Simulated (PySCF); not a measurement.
A structure optimised at B3LYP-D3(BJ)/def2-TZVP, used in a PySCF frequency run:

```
C
O 1 1.2320
H 1 1.1046 2 120.09
C 1 1.4197 3 116.82 2 180.00
H 4 1.0821 1 121.12 3 0.00
H 4 1.0821 5 119.52 1 180.00
```
Charge 0, spin multiplicity 2.

Task: Write its SMILES, formula and point group.

Result: [CH2]C=O, C2H3O, Cs

Task: What are its rotational constants (standard atomic weights)?

Result: 67.553, 11.494, 9.8226 GHz
